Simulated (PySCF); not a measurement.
RbCl, SMILES [Cl][Rb].

The structure is a stationary point at B3LYP-D3(BJ)/def2-TZVPD. The def2 effective core potentials stand for the cores of Rb; spin–orbit coupling is left out.

Computed with CAM-B3LYP/def2-TZVPD run with PySCF.

The molecule is in vacuum.

Computed frontier levels, gap, dipole moment and polarisability:
| Item | Value |
|---|---|
| highest occupied level | -7.22 eV |
| lowest empty level | -1.00 eV |
| orbital gap | 6.22 eV |
| dipole moment | 11.13 D |
| quadrupole, principal values (traceless, Buckingham form, about the centre of nuclear charge) | -10.18, 5.09, 5.09 D·Å |
| mean static polarisability | 40.0 bohr³ (5.93 Å³) |
| polarisability, principal values | 35.6, 35.6, 48.8 bohr³ |
